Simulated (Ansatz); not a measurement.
Reaction (redistribution): `F[SiH]([SiH3])S` + `BN[Si](C)(O)F` → `BN[SiH]([SiH3])S` + `C[Si](O)(F)F`

Computed with Ansatz on PBE0-D4/def2-TZVP structures; ΔE is electronic, products minus reactants. CBS: MP2 limit from def2 TZ/QZ plus the TZ coupled-cluster correction, frozen cores. One conformer a species, not always the lowest.

`F[SiH]([SiH3])S`:

```xyz
9

F    -1.937    1.103    0.233
Si   -0.993   -0.188    0.361
Si    0.809    0.063   -1.108
S    -0.297   -0.453    2.350
H    -1.838   -1.380    0.110
H     1.566   -1.215   -1.158
H     0.351    0.424   -2.475
H     1.698    1.137   -0.588
H     0.640    0.508    2.275
```

`BN[Si](C)(O)F`:

Cartesian coordinates in Å:
```
B -0.875 -1.552 1.210
N -1.197 -0.434 0.432
Si -0.119 0.761 -0.188
C 1.570 0.103 -0.518
O -0.892 1.353 -1.502
F 0.036 1.964 0.856
H 0.273 -1.763 1.480
H -1.743 -2.283 1.593
H -2.175 -0.284 0.221
H 2.210 0.894 -0.915
H 1.534 -0.709 -1.247
H 2.030 -0.276 0.396
H -0.651 2.224 -1.818
```

`BN[SiH]([SiH3])S`:

```xyz
13

B     1.620    0.902   -0.923
N     0.315    0.644   -1.351
Si   -0.991    0.021   -0.374
Si   -0.315   -0.170    1.854
S    -1.710   -1.861   -1.101
H     1.906    0.695    0.224
H     2.434    1.320   -1.694
H     0.108    0.807   -2.328
H    -2.190    0.885   -0.540
H    -1.511   -0.588    2.633
H     0.727   -1.223    1.974
H     0.202    1.109    2.407
H    -0.595   -2.541   -0.780
```

`C[Si](O)(F)F`:

Z-matrix (Å, degrees):
```
C
Si 1 1.831
H 1 1.092 2 110.6
H 1 1.092 2 110.5 3 120.1
H 1 1.092 2 110.5 3 -120.1
O 2 1.621 1 109.9 3 179.9
F 2 1.590 1 111.2 3 -58.1
F 2 1.590 1 111.2 3 58.0
H 6 0.958 2 119.7 1 -180.0
```

```tsv
species	HF/def2-TZVPP energy (Eh)
`F[SiH]([SiH3])S`	-1077.91963
`BN[Si](C)(O)F`	-584.67028
`BN[SiH]([SiH3])S`	-1059.34417
`C[Si](O)(F)F`	-603.25116
```

Work out ΔE.

ΔE = (-1059.34417) + (-603.25116) − (-1077.91963) − (-584.67028) = -0.00542 Eh = -0.15 eV. CCSD(T)/CBS gives -0.18 eV.

Largest T1 diagnostic among the species: 0.013.

In def2-TZVPP, CCSD(T) changes the Hartree–Fock value by −0.05 eV (the triples alone add −0.01 eV) and MP2 by −0.07 eV.
